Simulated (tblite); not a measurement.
Species: 1-phenyl-1-propyne, C9H8.
Bonds: C1–C2, C2–C3 (triple), C3–C4, C4–C5 (aromatic), C5–C6 (aromatic), C6–C7 (aromatic), C7–C8 (aromatic), C8–C9 (aromatic), C4–C9 (aromatic). Hydrogens: H10, H11, H12 on C1; H13 on C5; H14 on C6; H15 on C7; H16 on C8; H17 on C9.

Computed with GFN2-xTB (tblite), gas phase: Langevin dynamics at 300 K from the optimised GFN2-xTB geometry, time step 0.5 fs, friction 0.01 fs⁻¹, 2000 steps. The instantaneous temperature is 2·E(kin)/(3Nk) with all 3N coordinates.

```tsv
t (fs)	T (K)	E(pot) above start (eV)	C1–C2 (Å)	C2≡C3 (Å)	C3–C4 (Å)	C4–C5 (Å)	C5–C6 (Å)	C1–H10 (Å)
0	259	0.000	1.445	1.203	1.416	1.395	1.382	1.090
50	241	0.302	1.452	1.216	1.446	1.397	1.360	1.082
100	200	0.353	1.459	1.198	1.472	1.371	1.386	1.104
150	258	0.429	1.430	1.213	1.423	1.377	1.401	1.072
200	287	0.522	1.450	1.228	1.424	1.399	1.385	1.100
250	293	0.561	1.509	1.188	1.430	1.366	1.445	1.088
300	209	0.573	1.448	1.237	1.396	1.415	1.405	1.097
350	259	0.649	1.486	1.166	1.412	1.415	1.421	1.082
400	286	0.430	1.439	1.225	1.420	1.389	1.359	1.094
450	191	0.518	1.449	1.193	1.450	1.410	1.401	1.068
500	322	0.555	1.494	1.219	1.447	1.423	1.408	1.143
550	358	0.673	1.403	1.198	1.386	1.404	1.362	1.163
600	255	0.581	1.465	1.194	1.437	1.382	1.410	1.065
650	318	0.591	1.439	1.241	1.414	1.415	1.385	1.125
700	279	0.394	1.464	1.168	1.442	1.393	1.370	1.092
750	369	0.547	1.444	1.233	1.388	1.408	1.366	1.109
800	383	0.420	1.470	1.185	1.394	1.405	1.385	1.099
850	320	0.480	1.459	1.222	1.425	1.412	1.364	1.096
900	382	0.663	1.500	1.204	1.410	1.426	1.404	1.134
950	264	0.546	1.464	1.224	1.385	1.431	1.365	1.051
1000	287	0.620	1.468	1.181	1.411	1.430	1.363	1.126
```

**Question.** From 500 fs on, how do temperature and potential energy compare with equipartition?

**Answer.** The mean temperature of these 11 frames is 321 K against the target 300 K, and the mean potential energy 0.55 eV against 45 × kT/2 = 0.58 eV for 45 classical harmonic modes. For 17 atoms in a canonical ensemble the temperature itself scatters by T·√(2/(3N)) = 59 K; here its standard deviation is 45 K. The whole run lasts only 10 friction times of 100 fs, so these averages carry a wide statistical error.

**Question.** What are the kinetic and total energies of the listed frame with the highest potential energy?

**Answer.** The one at 550 fs, 0.673 eV above the start. Its kinetic energy is 3NkT/2 = 0.786 eV at 358 K, so the sum is 1.46 eV; over the listed frames the sum runs from 0.57 to 1.50 eV, since the thermostat adds and removes energy.

**Question.** How much do the listed bonds fluctuate from 500 fs on?

**Answer.** 
```
  bond  at the start (Å)  mean (Å)  standard deviation (Å)
 C1–C2             1.445     1.461                   0.025
 C2≡C3             1.203     1.206                   0.022
 C3–C4             1.416     1.412                   0.022
 C4–C5             1.395     1.412                   0.015
 C5–C6             1.382     1.380                   0.018
C1–H10             1.090     1.109                   0.032
```

The motion is classical and holds no zero-point motion.

What follows is the cost of the whole dynamics run. Time: 10 s wall. Hardware: an Arm Neoverse V2 with one thread, on a shared host.
